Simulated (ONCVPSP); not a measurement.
## What one change does to a pseudopotential (tungsten (W), ONCV)

```json
{
  "Element": "tungsten (W)",
  "Generator": "ONCVPSP 4.0.1",
  "Type": "optimised norm-conserving Vanderbilt (ONCV)",
  "Functional": "PBE",
  "Relativity": "scalar-relativistic",
  "Frozen core": "[Kr] 4d10 4f14",
  "Valence charge": "14",
  "Reference configuration": "5s2 5p6 5d4 6s2",
  "Partial waves": "5s+6s: rc 1.75 bohr, ncon 3, nbas 7, qcut 7.8 1/bohr, 2 projectors; 5p: rc 2.10 bohr, ncon 3, nbas 5, qcut 7.8 1/bohr, 1 projector; 5d: rc 1.95 bohr, ncon 5, nbas 9, qcut 4.4 1/bohr, 2 projectors, debl 2 Ha",
  "Local potential": "polynomial inside 1.30 bohr (lpopt 1, dvloc0 3 Ha)",
  "Core correction": "Teter function, parameters optimised by the program"
}
```

Change: local potential polynomial inside 1.30 bohr (lpopt 1, dvloc0 7 Ha).

Cutoffs: the cutoffs (Ha) at which the residual kinetic energy of the hardest occupied pseudo-wave falls to 1 and 0.1 mHa per electron; they do not see the model core or the augmentation charge, which bear on the density cutoff. Errors are all-electron minus pseudo energies relative to the spin-unpolarised reference configuration.

Q: How do hardness, ghosts and transferability respond?

A: The potential gets neither clearly harder nor softer (35 Ha and 71 Ha → 35 Ha and 71 Ha); the bound ghost in d disappears; of the 3 tests that both files solve, the error grows in 1 and shrinks in 0 by more than 15 % and 0.3 meV (median size 2.8 → 2.9 meV); the range in which the s phases agree narrows (upper end at the end of the scan → 3.1). In the separable form a ghost depends on how the local part lies against the semilocal potential of the channel, so the choice of the local part can create or remove one.

| quantity | base | changed |
| --- | --- | --- |
| cutoff, loose | 35 Ha | 35 Ha |
| cutoff, tight | 71 Ha | 71 Ha |
| bound ghosts | d | none |
| GHOST(+) flags under 300 eV | none | none |
| tests with a reliable result | 3 of 4 | 3 of 4 |
| error for 5s2 5p6 5d4 6s1, meV [ΔE 8.88 eV] | -2.8 | -2.9 |
| error for 5s2 5p6 5d4 6s0, meV [ΔE 24.56 eV] | -4.2 | -4.4 |
| error for 5s2 5p6 5d3 6s0, meV [ΔE 49.95 eV] | -0.1 | -2.3 |
| s: phases at 1.77 bohr within 0.05 rad from the reference energy up to (Ha; the scan ends near 5) | to the end of the scan | 3.1 |
| p: phases at 2.14 bohr within 0.05 rad from the reference energy up to (Ha; the scan ends near 5) | 0.0 | 0.1 |
| d: phases at 1.98 bohr within 0.05 rad from the reference energy up to (Ha; the scan ends near 5) | to the end of the scan | to the end of the scan |
| rms error of d²Exc/dni dnj with the model core, mHa | 0.28 | 0.28 |

 A true bound ghost makes a file unfit for plane-wave use even where its test errors are small: the radial tests pick states by their node count and pass the ghost by.
